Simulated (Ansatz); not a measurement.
Q: Name a neutral molecule of C, Ge, Si and H with HOMO energy (PBE0/def2-TZVPP) between -7.35 and -7.05 eV and HOMO–LUMO gap (B3LYP/def2-TZVPP) between 6.65 and 6.95 eV (Ansatz, PBE0-D4/def2-TZVP geometry).

A: `C1[CH2][GeH2][SiH2]1` (-7.31 eV, 6.95 eV). Other molecules can fit too; these were computed, each in one conformer that needn't be the lowest.

B3LYP here is the variant with VWN-RPA as its local correlation; programs differ in this.
